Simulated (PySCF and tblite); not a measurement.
Results of a calculation; reference values are marked as such.
C₉H₁₄O, numbered as in [O:1]=[C:2]1[CH2:3][CH2:4][CH:5]([CH:6]2[CH2:7][CH2:8]2)[CH2:9][CH2:10]1.

The ensemble was built from 90 distance-geometry starts (ETKDG and KDG, MMFF94s, GFN2-xTB) and rests on GFN2-xTB geometries. Weights use PBE0-D3(BJ)/pcSseg-1 (IEF-PCM, acetonitrile) energies plus GFN2-xTB zero-point and thermal terms (modes under about 100 cm⁻¹ blended into free rotors). Symmetry numbers and mirror images are counted. Conformers within 3 kcal/mol (GFN2-xTB free energy) were kept, 7 at most. GIAO shieldings: PBE0/pcSseg-1 (IEF-PCM, acetonitrile). Shifts are against TMS (¹H), TMS (¹³C) at the same level. Codes: tblite and PySCF.

Torsions listed: C4–C5–C6–C7. The 6-ring runs over atoms 2–3–4–5–9–10. Of a mirror pair one member is shown.

| conformer | shape | symmetry | E(GFN2) kcal/mol | E(DFT) kcal/mol |
| --- | --- | --- | --- | --- |
| 1 | 6-ring chair (all substituents equatorial); 154° | Cs | 0.00 | 0.00 |
| 2 | 6-ring chair (C6 axial); 153° | Cs | 0.93 | 0.52 |
| 3 | 6-ring chair (all substituents equatorial); 26° | C1 (pair) | 2.08 | 1.80 |
| 4 | 6-ring twist-boat (ring torsions -63, 31, 29, -62, 30, 30°); 152° | C1 (pair) | 2.28 | 3.16 |

(1) How much do the weights at 298.15 K and the averaged shift of H6 depend on how the conformers are weighted?

## Answers

(1) 
```tsv
weighting	1 (%)	2 (%)	3 (%)	4 (%)	δ (ppm)	rms dipole (D)
DFT energy with thermal terms, symmetry and mirror images (full scheme)	73	21	6	1	0.71	4.13
DFT energy with symmetry and mirror images	66	27	6	1	0.78	4.14
bare DFT energy	68	28	3	0	0.77	4.14
GFN2-xTB energy with symmetry and mirror images	76	16	5	3	0.67	4.13
GFN2-xTB free energy	80	11	4	4	0.62	4.12
leading conformer alone	100	0	0	0	0.48	4.12
equal weights	25	25	25	25	0.95	4.12
full scheme, search stopped after three starts	99	0	0	1	0.48	4.12
```

The largest departure from the full scheme, 0.24 ppm, comes with: equal weights.
